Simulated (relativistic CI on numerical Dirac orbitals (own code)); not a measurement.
**Lu⁶¹⁺: sensitivity of the levels to the model**

Base calculation: Dirac-Coulomb-Breit CI, orbitals from a KLI potential per configuration, QED by a radiative potential, unscaled Slater integrals.

Configuration list (outside the closed core 1s2): 2s2 2p6, 2s2 2p5 3s, 2s2 2p5 3p, 2s2 2p5 3d, 2s 2p6 3s, 2s 2p6 3p, 2s 2p6 3d, 2s2 2p5 4s, 2s2 2p5 4p, 2s2 2p5 4d, 2s2 2p5 4f, 2s2 2p4 3s2, 2s 2p6 4s, 2s2 2p4 3s 3p, 2s 2p6 4p, 2s2 2p5 5s, 2s2 2p5 5p, 2s 2p6 4d, 2s2 2p4 3s 3d, 2s2 2p5 5d, 2s 2p6 4f, 2s2 2p5 5f, 2s2 2p4 3p2, 2s2 2p5 5g, 2s2 2p4 3p 3d, 2s 2p5 3s2, 2s2 2p4 3d2, 2s 2p5 3s 3p, 2s 2p5 3s 3d, 2s 2p5 3p2, 2s 2p6 5s, 2s 2p6 5p, 2s 2p5 3p 3d, 2s 2p6 5d, 2s 2p6 5f, 2s 2p6 5g. Levels of other configurations are missing.

The lowest level and the first level of each name with at least 55 % of one term (blank where a level has no safe partner in the second run):

```tsv
Level	Base (eV)	Shift (eV)
2s2 2p6 1S_0	0.00	0.00
2s2 2p5 3s 3P°_2	7607.85	-1.55
2s2 2p5 3s 1P°_1	7615.91	-1.57
2s2 2p5 3p 3D_3	8059.38	-1.45
2s2 2p5 3p 1P_1	8059.68	-1.45
2s2 2p5 3p 3P_2	8071.66	-1.47
2s2 2p5 3p 1S_0	8125.42	-0.62
2s2 2p5 3d 3P°_0	8210.54	-1.61
2s2 2p5 3d 3P°_1	8219.99	-1.60
2s2 2p5 3d 3F°_4	8289.57	-1.59
2s2 2p5 3d 3D°_3	8305.88	-1.57
2s2 2p5 3d 1P°_1	8334.07	-1.55
2s2 2p5 3s 3P°_0	8754.57	-1.33
2s2 2p5 3s 3P°_1	8757.94	-1.34
2s2 2p5 3p 3D_1	8890.85	-1.30
2s2 2p5 3p 3P_0	8936.48	-0.69
2s 2p6 3s 1S_0	9242.01	-0.83
2s 2p6 3p 3P°_1	9348.80	-1.17
2s 2p6 3p 3P°_0	9352.49	-1.15
2s2 2p5 3d 3F°_2	9367.49	-1.37
2s 2p6 3p 3P°_2	9666.36	-1.14
2s 2p6 3p 1P°_1	9672.09	-1.14
```

At this charge energies of transitions that change n are usually good to better than 1 %, and those within a shell (Δn = 0) to a few per cent.

Problem. One thing was changed in a second run, which moved the levels as shown. Which?
A. P86 correlation estimate
B. Breit term removed
C. configuration mixing switched off
D. QED terms removed
E. one mean potential for all configurations
F. non-relativistic limit

Solution. E. One mean potential for all configurations. One potential for all configurations removes the relaxation of the orbitals, which moves whole configurations and changes the integrals a little.

LS names give the leading component of a level, which can be under half, so a name can repeat, a term be missing and a line seem to break the LS rules.
